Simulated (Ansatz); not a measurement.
The cluster Sr₂O₃⁻. Total charge -1; doublet. Geometry PBE0-D4/def2-SVPD.

```xyz
5

Sr   -0.181    1.595   -0.404
Sr    0.308   -1.612   -0.216
O    -0.964   -0.086    1.042
O     0.478    0.151    1.331
O     0.359   -0.048   -1.752
```

In the def2 sets Sr takes a core potential; there is no spin–orbit coupling. B3LYP takes the VWN-RPA correlation. The structure holds 1 bond(s) between oxygen atoms. At PBE-D4/def2-SVPD, r2SCAN-D4/def2-TZVPD, B3LYP-D4/def2-TZVPD, PBE0-D4/def2-TZVPD and others the highest occupied level of the charge -1 doublet lies above zero (up to 0.86 eV). By energy differences its removal costs 0.29 eV (vertical, to the charge 0 singlet, at r2SCAN-D4/def2-TZVPD); a positive level beside a positive removal energy at the same level points to self-interaction error. At PBE-D4/def2-SVPD, r2SCAN-D4/def2-TZVPD the gap within one spin of the charge -1 doublet nearly closes, so an electron or hole may be smeared out by delocalisation error. The structure comes from a short search, and lower isomers may exist.

Problem. Estimate the α-spin orbital energies around the gap (eV) in Ansatz with PBE-D4/def2-SVPD, r2SCAN-D4/def2-TZVPD, B3LYP-D4/def2-TZVPD, PBE0-D4/def2-TZVPD, r2SCAN0-D4/def2-TZVPD.

Solution. 
```json
{"orbital": "HOMO−13", "PBE-D4/def2-SVPD": "-16.54", "r2SCAN-D4/def2-TZVPD": "-17.04", "B3LYP-D4/def2-TZVPD": "-17.96", "PBE0-D4/def2-TZVPD": "-18.38", "r2SCAN0-D4/def2-TZVPD": "-18.80"}
{"orbital": "HOMO−12", "PBE-D4/def2-SVPD": "-16.35", "r2SCAN-D4/def2-TZVPD": "-16.84", "B3LYP-D4/def2-TZVPD": "-17.76", "PBE0-D4/def2-TZVPD": "-18.16", "r2SCAN0-D4/def2-TZVPD": "-18.58"}
{"orbital": "HOMO−11", "PBE-D4/def2-SVPD": "-16.00", "r2SCAN-D4/def2-TZVPD": "-16.58", "B3LYP-D4/def2-TZVPD": "-17.48", "PBE0-D4/def2-TZVPD": "-17.90", "r2SCAN0-D4/def2-TZVPD": "-18.34"}
{"orbital": "HOMO−10", "PBE-D4/def2-SVPD": "-13.36", "r2SCAN-D4/def2-TZVPD": "-14.67", "B3LYP-D4/def2-TZVPD": "-15.58", "PBE0-D4/def2-TZVPD": "-16.18", "r2SCAN0-D4/def2-TZVPD": "-16.85"}
{"orbital": "HOMO−9", "PBE-D4/def2-SVPD": "-13.35", "r2SCAN-D4/def2-TZVPD": "-14.45", "B3LYP-D4/def2-TZVPD": "-15.31", "PBE0-D4/def2-TZVPD": "-15.80", "r2SCAN0-D4/def2-TZVPD": "-16.37"}
{"orbital": "HOMO−8", "PBE-D4/def2-SVPD": "-4.90", "r2SCAN-D4/def2-TZVPD": "-4.91", "B3LYP-D4/def2-TZVPD": "-5.56", "PBE0-D4/def2-TZVPD": "-5.88", "r2SCAN0-D4/def2-TZVPD": "-5.98"}
{"orbital": "HOMO−7", "PBE-D4/def2-SVPD": "-3.67", "r2SCAN-D4/def2-TZVPD": "-3.80", "B3LYP-D4/def2-TZVPD": "-4.79", "PBE0-D4/def2-TZVPD": "-5.14", "r2SCAN0-D4/def2-TZVPD": "-5.35"}
{"orbital": "HOMO−6", "PBE-D4/def2-SVPD": "-3.53", "r2SCAN-D4/def2-TZVPD": "-3.67", "B3LYP-D4/def2-TZVPD": "-4.66", "PBE0-D4/def2-TZVPD": "-5.02", "r2SCAN0-D4/def2-TZVPD": "-5.23"}
{"orbital": "HOMO−5", "PBE-D4/def2-SVPD": "-0.83", "r2SCAN-D4/def2-TZVPD": "-0.87", "B3LYP-D4/def2-TZVPD": "-1.68", "PBE0-D4/def2-TZVPD": "-1.93", "r2SCAN0-D4/def2-TZVPD": "-2.05"}
{"orbital": "HOMO−4", "PBE-D4/def2-SVPD": "-0.83", "r2SCAN-D4/def2-TZVPD": "-0.81", "B3LYP-D4/def2-TZVPD": "-1.63", "PBE0-D4/def2-TZVPD": "-1.88", "r2SCAN0-D4/def2-TZVPD": "-1.98"}
{"orbital": "HOMO−3", "PBE-D4/def2-SVPD": "-0.69", "r2SCAN-D4/def2-TZVPD": "-0.69", "B3LYP-D4/def2-TZVPD": "-1.50", "PBE0-D4/def2-TZVPD": "-1.75", "r2SCAN0-D4/def2-TZVPD": "-1.85"}
{"orbital": "HOMO−2", "PBE-D4/def2-SVPD": "-0.41", "r2SCAN-D4/def2-TZVPD": "-0.45", "B3LYP-D4/def2-TZVPD": "-1.40", "PBE0-D4/def2-TZVPD": "-1.67", "r2SCAN0-D4/def2-TZVPD": "-1.80"}
{"orbital": "HOMO−1", "PBE-D4/def2-SVPD": "-0.06", "r2SCAN-D4/def2-TZVPD": "-0.09", "B3LYP-D4/def2-TZVPD": "-1.02", "PBE0-D4/def2-TZVPD": "-1.26", "r2SCAN0-D4/def2-TZVPD": "-1.39"}
{"orbital": "HOMO", "PBE-D4/def2-SVPD": "0.84", "r2SCAN-D4/def2-TZVPD": "0.86", "B3LYP-D4/def2-TZVPD": "0.70", "PBE0-D4/def2-TZVPD": "0.62", "r2SCAN0-D4/def2-TZVPD": "0.64"}
{"orbital": "LUMO", "PBE-D4/def2-SVPD": "0.91", "r2SCAN-D4/def2-TZVPD": "0.98", "B3LYP-D4/def2-TZVPD": "1.22", "PBE0-D4/def2-TZVPD": "1.20", "r2SCAN0-D4/def2-TZVPD": "1.22"}
{"orbital": "LUMO+1", "PBE-D4/def2-SVPD": "1.93", "r2SCAN-D4/def2-TZVPD": "2.16", "B3LYP-D4/def2-TZVPD": "2.42", "PBE0-D4/def2-TZVPD": "2.44", "r2SCAN0-D4/def2-TZVPD": "2.47"}
{"orbital": "LUMO+2", "PBE-D4/def2-SVPD": "2.01", "r2SCAN-D4/def2-TZVPD": "2.34", "B3LYP-D4/def2-TZVPD": "2.63", "PBE0-D4/def2-TZVPD": "2.66", "r2SCAN0-D4/def2-TZVPD": "2.69"}
{"orbital": "LUMO+3", "PBE-D4/def2-SVPD": "2.15", "r2SCAN-D4/def2-TZVPD": "2.56", "B3LYP-D4/def2-TZVPD": "2.81", "PBE0-D4/def2-TZVPD": "2.82", "r2SCAN0-D4/def2-TZVPD": "2.85"}
{"orbital": "LUMO+4", "PBE-D4/def2-SVPD": "2.25", "r2SCAN-D4/def2-TZVPD": "2.64", "B3LYP-D4/def2-TZVPD": "2.89", "PBE0-D4/def2-TZVPD": "2.90", "r2SCAN0-D4/def2-TZVPD": "2.93"}
{"orbital": "LUMO+5", "PBE-D4/def2-SVPD": "2.30", "r2SCAN-D4/def2-TZVPD": "3.01", "B3LYP-D4/def2-TZVPD": "3.20", "PBE0-D4/def2-TZVPD": "3.27", "r2SCAN0-D4/def2-TZVPD": "3.37"}
{"orbital": "β HOMO", "PBE-D4/def2-SVPD": "-0.06", "r2SCAN-D4/def2-TZVPD": "-0.09", "B3LYP-D4/def2-TZVPD": "-1.01", "PBE0-D4/def2-TZVPD": "-1.27", "r2SCAN0-D4/def2-TZVPD": "-1.40"}
{"orbital": "β LUMO", "PBE-D4/def2-SVPD": "1.43", "r2SCAN-D4/def2-TZVPD": "1.38", "B3LYP-D4/def2-TZVPD": "1.71", "PBE0-D4/def2-TZVPD": "1.93", "r2SCAN0-D4/def2-TZVPD": "1.52"}
```
